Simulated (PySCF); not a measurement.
PySCF job for C₆H₄O, SMILES C(#C)c1cocc1, PBE0-D3(BJ)/def2-SVP. Geometry optimised at PBE0-D3(BJ)/def2-SVP.

```python
import numpy as np
from pyscf import gto, scf, dft, df
from pyscf.hessian import thermo

mol = gto.M(
    atom='''
    C     0.01896053   -2.97225365   -0.00000000
    C     0.00617882   -1.75922802    0.00000000
    C     0.00668001   -0.33959342    0.00000000
    C     1.14937960    0.53764135   -0.00000000
    C     0.64765914    1.80076403    0.00000000
    O    -0.70260270    1.77349517   -0.00000000
    C    -1.08768965    0.48929653   -0.00000000
    H     0.02734308   -4.04635872   -0.00000000
    H     2.19496210    0.24100174   -0.00000000
    H     1.10769054    2.78529875    0.00000000
    H    -2.15618491    0.29233590    0.00000000
    ''',
    basis='def2-SVP',
    charge=0,
    spin=0,
    max_memory=1600,
    verbose=3,
)
mf = dft.RKS(mol, xc='pbe0').density_fit(auxbasis='def2-universal-jkfit')
mf.disp = 'd3bj'
mf.grids.level = 3
mf.conv_tol = 1e-11
mf.max_cycle = 100
mf.kernel()

# [left out here: the lines that compute and print the analytic Hessian (its translational invariance restored by hand, since the grid's response is missing), thermochemistry and intensities]
```

Program output:

```
converged SCF energy = -305.600029941915

WARN: DFTD3 does not support analytical Hessian, using finite difference


WARN: Mole.unit (angstrom) is changed to Bohr

Mode                                 0                   1                   2
Irrep
Freq [cm^-1]                      167.6784            175.1716            475.8530
Reduced mass [au]                   3.9031              4.6367              4.9028
Force const [Dyne/A]                0.0647              0.0838              0.6541
Char temp [K]                     241.2520            252.0329            684.6465
Normal mode                   x     y     z       x     y     z       x     y     z
       0   C                -0.16 -0.00 -0.00    0.00 -0.00 -0.14   -0.00  0.00  0.05
       1   C                 0.07  0.00  0.00   -0.00 -0.00  0.08    0.00  0.00 -0.21
       2   C                 0.11  0.00  0.00   -0.00 -0.00  0.15   -0.00  0.00  0.03
       3   C                 0.05  0.08  0.00   -0.00 -0.00  0.06   -0.00 -0.00  0.10
       4   C                -0.04  0.04 -0.00    0.00 -0.00 -0.09    0.00 -0.00 -0.05
       5   O                -0.04 -0.05 -0.00    0.00  0.00 -0.08    0.00 -0.00 -0.03
       6   C                 0.05 -0.07  0.00   -0.00  0.00  0.07   -0.00 -0.00  0.10
       7   H                -0.34 -0.00 -0.00    0.00 -0.00 -0.31   -0.00  0.00  0.27
       8   H                 0.07  0.16  0.00   -0.00 -0.00  0.09   -0.00 -0.00  0.14
       9   H                -0.11  0.08 -0.00    0.00 -0.00 -0.20    0.00 -0.00 -0.17
      10   H                 0.07 -0.15  0.00   -0.00  0.00  0.07   -0.00 -0.00  0.12
Mode                                 3                   4                   5
Irrep
Freq [cm^-1]                      531.8731            579.7380            631.3988
Reduced mass [au]                   5.2527              7.0402              3.3268
Force const [Dyne/A]                0.8755              1.3941              0.7814
Char temp [K]                     765.2470            834.1139            908.4423
Normal mode                   x     y     z       x     y     z       x     y     z
       0   C                 0.04 -0.00  0.00    0.00  0.16  0.00   -0.00  0.00  0.00
       1   C                -0.23 -0.01 -0.00   -0.01  0.14  0.00   -0.00  0.00 -0.00
       2   C                 0.06 -0.00 -0.00    0.01  0.04  0.00    0.00  0.00  0.03
       3   C                 0.06  0.05  0.00    0.04 -0.07 -0.00    0.00 -0.00  0.07
       4   C                -0.01  0.03  0.00    0.00 -0.09  0.00    0.00 -0.00 -0.12
       5   O                -0.01 -0.03 -0.00   -0.00 -0.09 -0.00   -0.00 -0.00  0.15
       6   C                 0.06 -0.04  0.00   -0.03 -0.06  0.00   -0.00 -0.00 -0.11
       7   H                 0.25 -0.00  0.00    0.00  0.17 -0.00    0.00  0.00 -0.01
       8   H                 0.09  0.14  0.00    0.01 -0.13 -0.00    0.00 -0.00  0.01
       9   H                -0.07  0.06  0.00   -0.03 -0.08  0.00   -0.00 -0.00 -0.39
      10   H                 0.08 -0.12  0.00   -0.02 -0.11 -0.00   -0.00 -0.00 -0.31
Mode                                 6                   7                   8
Irrep
Freq [cm^-1]                      658.1236            665.5842            716.6901
Reduced mass [au]                   1.4073              2.2187              1.2936
Force const [Dyne/A]                0.3591              0.5791              0.3915
Char temp [K]                     946.8933            957.6275           1031.1575
Normal mode                   x     y     z       x     y     z       x     y     z
       0   C                -0.00 -0.00  0.13   -0.00 -0.00 -0.02    0.13  0.00  0.00
       1   C                -0.00 -0.00 -0.07    0.00 -0.00 -0.06   -0.06 -0.00 -0.00
       2   C                -0.00 -0.00  0.05    0.00 -0.00  0.19    0.00 -0.00  0.00
       3   C                -0.00  0.00 -0.02   -0.00  0.00 -0.09    0.00 -0.00 -0.00
       4   C                 0.00  0.00  0.01   -0.00  0.00  0.05   -0.00 -0.00 -0.00
       5   O                 0.00  0.00 -0.01   -0.00  0.00 -0.01   -0.00  0.00  0.00
       6   C                 0.00  0.00 -0.00    0.00  0.00 -0.02    0.00  0.00 -0.00
       7   H                 0.00 -0.00 -0.81    0.00 -0.00  0.30   -0.87 -0.01  0.00
       8   H                -0.00  0.00 -0.07   -0.00  0.00 -0.30    0.00  0.00 -0.00
       9   H                -0.00  0.00  0.04    0.00 -0.00  0.14   -0.00 -0.00 -0.00
      10   H                -0.00  0.00 -0.11    0.00  0.00 -0.45    0.00 -0.00 -0.00
Mode                                 9                  10                  11
Irrep
Freq [cm^-1]                      757.9763            826.1051            889.7102
Reduced mass [au]                   1.3094              1.6438              1.3706
Force const [Dyne/A]                0.4432              0.6610              0.6393
Char temp [K]                    1090.5591           1188.5813           1280.0949
[...]
       5   O                 0.02 -0.04  0.00   -0.02  0.00 -0.00   -0.14 -0.09  0.00
       6   C                 0.09  0.10 -0.00   -0.03 -0.06  0.00    0.06  0.09 -0.00
       7   H                 0.00  0.00 -0.00    0.01 -0.00 -0.00   -0.01  0.02  0.00
       8   H                -0.05 -0.22  0.00   -0.10 -0.31  0.00    0.08  0.17 -0.00
       9   H                -0.52  0.15  0.00    0.46 -0.23  0.00    0.12  0.03 -0.00
      10   H                 0.05  0.41  0.00   -0.15  0.59 -0.00    0.02  0.31  0.00
Mode                                18                  19                  20
Irrep
Freq [cm^-1]                     1311.5277           1416.5026           1568.5331
Reduced mass [au]                   3.7716              4.7668              4.5551
Force const [Dyne/A]                3.8224              5.6352              6.6030
Char temp [K]                    1886.9964           2038.0319           2256.7700
Normal mode                   x     y     z       x     y     z       x     y     z
       0   C                -0.00  0.07 -0.00    0.00 -0.02 -0.00   -0.00  0.03 -0.00
       1   C                 0.00  0.02  0.00   -0.02 -0.00  0.00    0.00 -0.00  0.00
       2   C                -0.03 -0.16 -0.00    0.17  0.06 -0.00    0.03 -0.09 -0.00
       3   C                 0.05 -0.03  0.00   -0.10 -0.11  0.00    0.06 -0.11  0.00
       4   C                 0.03  0.04  0.00    0.08  0.02  0.00   -0.10  0.15 -0.00
       5   O                -0.00  0.10 -0.00   -0.02  0.01 -0.00    0.02 -0.03  0.00
       6   C                -0.01 -0.12  0.00   -0.09  0.00  0.00   -0.06  0.09 -0.00
       7   H                -0.00  0.08  0.00    0.02 -0.02  0.00   -0.00  0.04  0.00
       8   H                 0.08  0.05 -0.00   -0.01  0.24 -0.00    0.12 -0.01  0.00
       9   H                -0.26  0.19 -0.00   -0.19  0.16 -0.00    0.30 -0.01  0.00
      10   H                -0.09  0.27  0.00   -0.12  0.05 -0.00   -0.02 -0.21 -0.00
Mode                                21                  22                  23
Irrep
Freq [cm^-1]                     1641.7036           2247.5748           3289.1480
Reduced mass [au]                   6.2000              6.1593              1.0918
Force const [Dyne/A]                9.8454             18.3321              6.9593
Char temp [K]                    2362.0460           3233.7597           4732.3517
Normal mode                   x     y     z       x     y     z       x     y     z
       0   C                 0.00  0.04  0.00    0.00 -0.15 -0.00    0.00 -0.00 -0.00
       1   C                -0.01 -0.00 -0.00   -0.00  0.22  0.00   -0.00 -0.00  0.00
       2   C                 0.09 -0.15 -0.00    0.00 -0.05  0.00    0.00  0.00  0.00
       3   C                -0.02  0.13  0.00    0.00 -0.00 -0.00   -0.07  0.02 -0.00
       4   C                 0.04 -0.09  0.00   -0.00  0.00  0.00    0.02  0.04  0.00
       5   O                 0.00 -0.00  0.00    0.00  0.00 -0.00    0.00  0.00 -0.00
       6   C                -0.08  0.11 -0.00   -0.00  0.00 -0.00    0.00 -0.00 -0.00
       7   H                 0.01  0.05 -0.00    0.00 -0.29  0.00    0.00 -0.00  0.00
       8   H                -0.11 -0.14  0.00    0.00 -0.00 -0.00    0.76 -0.22  0.00
       9   H                -0.10 -0.05  0.00    0.00  0.00 -0.00   -0.23 -0.48 -0.00
      10   H                -0.06 -0.18 -0.00   -0.00 -0.00  0.00   -0.05 -0.01  0.00
Mode                                24                  25                  26
Irrep
Freq [cm^-1]                     3307.7302           3313.3975           3491.0271
Reduced mass [au]                   1.1006              1.1104              1.1604
Force const [Dyne/A]                7.0947              7.1825              8.3322
Char temp [K]                    4759.0873           4767.2412           5022.8107
Normal mode                   x     y     z       x     y     z       x     y     z
       0   C                 0.00  0.00 -0.00    0.00 -0.00 -0.00   -0.00  0.11 -0.00
       1   C                -0.00  0.00  0.00   -0.00  0.00  0.00    0.00 -0.03  0.00
       2   C                 0.01 -0.00  0.00   -0.00 -0.00  0.00    0.00  0.00  0.00
       3   C                -0.03  0.01  0.00    0.04 -0.02  0.00    0.00  0.00  0.00
       4   C                -0.01 -0.03 -0.00    0.03  0.06  0.00    0.00 -0.00 -0.00
       5   O                 0.00  0.00 -0.00   -0.00  0.00 -0.00   -0.00 -0.00  0.00
       6   C                -0.08 -0.01  0.00   -0.04 -0.01  0.00   -0.00  0.00  0.00
       7   H                 0.00  0.00  0.00   -0.00  0.00  0.00    0.01 -0.92  0.00
       8   H                 0.27 -0.08  0.00   -0.43  0.13 -0.00   -0.00  0.00  0.00
       9   H                 0.14  0.30  0.00   -0.30 -0.65 -0.00    0.00  0.00 -0.00
      10   H                 0.83  0.15  0.00    0.43  0.08  0.00    0.00 -0.00  0.00
temperature 298.1500 [K]
pressure 101325.00 [Pa]
Rotational constants [GHz] 9.40301 1.90864 1.58659
Symmetry number 1
Zero-point energy (ZPE) 0.08031 [Eh]   210862.376 [J/mol]
                           tot       elec      trans        rot        vib
Entropy [J/mol/K]       315.428      0.000    165.153    112.240     38.035
Cv [J/mol/K]             87.204      0.000     12.472     12.472     62.260
Cp [J/mol/K]             95.518      0.000     20.786     12.472     62.260
Internal energy [J/mol]                      3718.434   3718.434 218081.860
Internal energy [Eh]   -305.51413  -305.60003
Enthalpy [J/mol]                             6197.391   3718.434 218081.860
Enthalpy [Eh]          -305.51319
Gibbs free energy [J/mol]                  -43043.068 -29745.801 206741.717
Gibbs free energy [Eh] -305.54901
static polarisability / bohr^3: [[ 5.4421e+01  1.5000e-02 -0.0000e+00]
 [ 9.0000e-03  9.7826e+01 -0.0000e+00]
 [-0.0000e+00  0.0000e+00  2.9697e+01]]
largest difference of analytic and finite-field dipole derivatives / e: 0.0007056398228946631
mode   freq/cm-1   IR/(km/mol)   Raman/(A^4/amu)   depolarisation
   1      167.68         1.241            10.315            0.748
   2      175.17         2.139             1.477            0.750
   3      475.85         2.576             8.398            0.750
   4      531.87         5.910             3.038            0.740
   5      579.74         0.929             6.011            0.316
   6      631.40        18.902             2.810            0.750
   7      658.12        46.029             7.960            0.750
   8      665.58         0.368             0.148            0.750
   9      716.69        34.385             1.873            0.747
  10      757.98        18.639             1.196            0.750
  11      826.11        39.687             2.846            0.750
  12      889.71         1.652             0.242            0.750
  13      901.66        26.412             2.713            0.693
  14      996.24        14.016             8.864            0.237
  15     1062.20        10.140             5.508            0.181
  16     1122.87        23.240             4.297            0.523
  17     1248.00         1.779             2.893            0.522
  18     1259.43        26.749             8.949            0.392
  19     1311.53        24.530            27.246            0.269
  20     1416.50         4.881            11.411            0.331
  21     1568.53        15.799            56.513            0.181
  22     1641.70         0.785            37.896            0.324
  23     2247.57        11.526           426.807            0.280
  24     3289.15         1.634            70.847            0.746
  25     3307.73         2.580            32.031            0.732
  26     3313.40         0.015           164.219            0.122
  27     3491.03       100.426            26.634            0.212
max |gradient| / (hartree/bohr): 5.99660894118748e-05
APT charges: [-0.3581  0.0895  0.0207 -0.0717  0.114  -0.5238  0.215   0.2215  0.0958
  0.0956  0.1015]
```

The run converged.
